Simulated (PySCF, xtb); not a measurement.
C2H8BNO, SMILES CN(C)BO.

xtb with GFN2-xTB at its own geometry gives an orbital gap of 6.24 eV and a dipole moment of 2.95 D.

The structure is a stationary point at TPSSh-D3(BJ)/def2-SVP. This is a generated structure with no PubChem entry under its InChIKey; it may be hypothetical. The values are those of a single conformer.

### Question
What does M06-2X/def2-TZVP in PySCF give? (Estimate from the structure and the level; the computed values follow.)

### Answer
gap 9.58 eV (levels -8.24 and 1.34 eV), dipole 2.77 D.
